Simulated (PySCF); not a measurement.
## Ionisation energy of Mg⁺ by level of theory

Mg⁺ [Ne] 3s1 (2S) → Mg²⁺ [Ne] (1S), as a difference of total energies. All numbers are calculated (PySCF 2.14, no relativity, point nucleus, in an even-tempered Gaussian basis (20 s from 0.01 bohr⁻², ratio 2.5; 14 p from 0.013 bohr⁻², ratio 2.5; 6 d from 0.16 bohr⁻², ratio 2.7; 6 f from 0.24 bohr⁻², ratio 2.7)). Correlated levels: outer shells: 1s2 frozen; virtual orbitals above 40 to 60 times the deepest correlated orbital energy dropped. The calculations carry no spin-orbit coupling.

```tsv
method	ionisation energy (eV)	error (eV)
UHF	14.723	-0.312
LDA	15.351	+0.316
PBE	15.337	+0.302
PBE0	15.232	+0.197
r2SCAN	15.018	-0.017
PBEsol	15.174	+0.139
M06	14.654	-0.381
MP2 (outer shells)	14.984	-0.051
SCS-MP2 (outer shells)	14.930	-0.105
```

Reference: 15.035 eV (measured; NIST Atomic Spectra Database, ionization energies).
